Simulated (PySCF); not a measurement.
A structure optimised at ωB97X-D3(BJ)/def2-TZVP, used in a PySCF frequency run:

```xyz
7

B      0.9218    -0.0087     0.0000
N     -0.6333    -0.0076     0.0000
H      1.4314     0.0060     1.0659
H      1.4314     0.0060    -1.0659
H     -0.9596     0.9693     0.0000
H     -1.0394    -0.4422     0.8337
H     -1.0394    -0.4422    -0.8337
```
Charge +1, spin multiplicity 1.

### Question
Write its SMILES, formula and point group.

### Answer
B[NH3+], BH₅N, Cs

### Question
What are its rotational constants (standard atomic weights)?

### Answer
100.39, 21.640, 19.662 GHz
